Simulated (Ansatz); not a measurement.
Molecule: VO (charge 0, quartet). The spin state was set by rule; other spins were not relaxed. 
Structure (B3LYP-D3(BJ)/def2-TZVP (Ansatz, a first-principles code) minimum search):
SMILES: [O]=[V]
```xyz
2

V      0.0000     0.0000    -0.4076
O      0.0000     0.0000     1.1718
```
Charge 0, spin multiplicity 4.

Property: vertical ionisation energy (to the triplet state of charge +1; each state is the SCF solution reached for its spin; the UHF <S^2> is 2.68 for the triplet (pure: 2.00) and 4.22 for the quartet (pure: 3.75); for the triplet T1 is 0.127; for the quartet T1 is 0.095), in eV. Cores are frozen in the correlated levels unless marked. Open shells are spin-unrestricted. Spin-orbit coupling is left out. Frozen are the shells of the preceding noble gas and the d and f shells that filled before the atom's block. No relativistic terms. CBS(X,Y): correlation extrapolated as X^-3; Hartree-Fock from the larger set. The program attaches cautions to a run behind CCSD/def2-QZVPPD: large difference. The program attaches cautions to a run behind CCSD(T)/CBS(def2-TZVPPD,def2-QZVPPD): large difference.

```
level                                 program  vertical ionisation energy (eV)
------------------------------------  -------  -------------------------------
BHLYP/def2-TZVPD                       Ansatz                             7.36
CAM-B3LYP/def2-TZVPD                   Ansatz                             7.45
CCSD/def2-QZVPPD                       Ansatz                                …
CCSD(T)/CBS(def2-TZVPPD,def2-QZVPPD)   Ansatz                                …
```

Problem. Fill in the missing entries.

Solution. 
- CCSD/def2-QZVPPD, vertical ionisation energy (eV): 7.05
- CCSD(T)/CBS(def2-TZVPPD,def2-QZVPPD), vertical ionisation energy (eV): 7.08
